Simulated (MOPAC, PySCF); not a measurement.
C2H6O2Si, SMILES `CC(=O)[SiH2]O` (O–C–Si–O torsion 0°, C–Si–O–H torsion 0°), neutral singlet in the gas phase. 

Cartesian coordinates (Å):
SMILES: CC(=O)[SiH2]O
```xyz
11

C      1.6898    -0.2884     0.2179
C      0.3456     0.3510     0.3737
O      0.1671     1.3112     1.0968
Si    -1.2368    -0.2694    -0.5452
O     -2.4038     0.7564    -0.0322
H      1.6284    -1.3435     0.5037
H      2.4379     0.2212     0.8259
H      1.9847    -0.2680    -0.8362
H     -1.0400    -0.1979    -2.0170
H     -1.5306    -1.6783    -0.1725
H     -2.0423     1.4058     0.5851
```
Charge 0, spin multiplicity 1.

All levels are single points at this geometry (PBE0-D4/def2-TZVP); Pople sets use spherical d functions. Orbital energies aren't observables, and empty levels follow the basis.

PBE-D3(BJ)/def2-TZVP in PySCF gives dipole (D) = 2.45.

### Question
Estimate the dipole (D) from each of these levels: B3LYP-D3(BJ)/def2-TZVP in PySCF; PBE0-D4/def2-TZVP in PySCF; B3LYP/6-31G* in PySCF; B3LYP/LANL2DZ in PySCF; BP86/6-31G* in PySCF; HF/3-21G in PySCF; HF/6-31G* in PySCF; AM1 in MOPAC.

### Answer

| level | dipole (D) |
|---|---|
| B3LYP-D3(BJ)/def2-TZVP in PySCF | 2.57 |
| PBE0-D4/def2-TZVP in PySCF | 2.57 |
| B3LYP/6-31G* in PySCF | 2.52 |
| B3LYP/LANL2DZ in PySCF | 3.48 |
| BP86/6-31G* in PySCF | 2.44 |
| HF/3-21G in PySCF | 3.15 |
| HF/6-31G* in PySCF | 2.87 |
| AM1 in MOPAC | 2.42 |
